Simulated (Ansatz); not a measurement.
Ag₄O₃⁻, 7 atoms. Hardware: 4 threads of Arm Neoverse V1 on a shared host.

In the def2 sets Ag takes a core potential; there is no spin–orbit coupling. Correlated methods freeze 3 core orbitals; core or outer-core shells of Ag are correlated, in sets that lack core-valence functions.

(1) How many basis functions does each of these Ansatz runs have, and roughly what does it cost? r2SCAN-D4/def2-TZVPD, charge -1 doublet, energy, from earlier orbitals; HF/STO-3G, charge -1 doublet, energy; PBE-D4/def2-TZVPD, charge -1 doublet, energy and forces, from earlier orbitals; PBE0-D4/def2-SVP, charge -1 doublet, energy with a search over starts; MP2/def2-TZVPD, charge -1 doublet, energy, from earlier orbitals; B3LYP-D4/def2-TZVPD, charge -1 doublet, energy, from earlier orbitals; RPA@PBE/def2-TZVPD, charge -1 doublet, energy, from earlier orbitals; PBE0-D4/def2-TZVPD, charge -1 doublet, energy, from earlier orbitals; PBE-D4/def2-SVPD, charge -1 doublet, relaxation, 7 steps.

## Answers

(1) Other jobs shared the machine, so times can vary by a factor of up to 3. A dash marks memory too small to be measured apart from the calling script's.

| run | functions | fitting or Cholesky vectors | wall time | peak host memory (GiB) |
| --- | --- | --- | --- | --- |
| PBE-D4/def2-TZVPD, charge -1 doublet, energy and forces, from earlier orbitals | 280 | 1964 | 18 s | 0.64 |
| RPA@PBE/def2-TZVPD, charge -1 doublet, energy, from earlier orbitals | 280 | 2295 | 42 s | 1.6 |
| MP2/def2-TZVPD, charge -1 doublet, energy, from earlier orbitals | 280 | 2295 | 42 s | 1.4 |
| PBE-D4/def2-SVPD, charge -1 doublet, relaxation, 7 steps | 205 | 1675 | 55 s | – |
| HF/STO-3G, charge -1 doublet, energy | 123 | 1578 | 73 s | 2 |
| r2SCAN-D4/def2-TZVPD, charge -1 doublet, energy, from earlier orbitals | 280 | 1964 | 86 s | 1.4 |
| PBE0-D4/def2-SVP, charge -1 doublet, energy with a search over starts | 166 | 1690 | 99 s | 1 |
| B3LYP-D4/def2-TZVPD, charge -1 doublet, energy, from earlier orbitals | 280 | 1984 | 1.9 min | 1.5 |
| PBE0-D4/def2-TZVPD, charge -1 doublet, energy, from earlier orbitals | 280 | 2096 | 2 min | 1.6 |
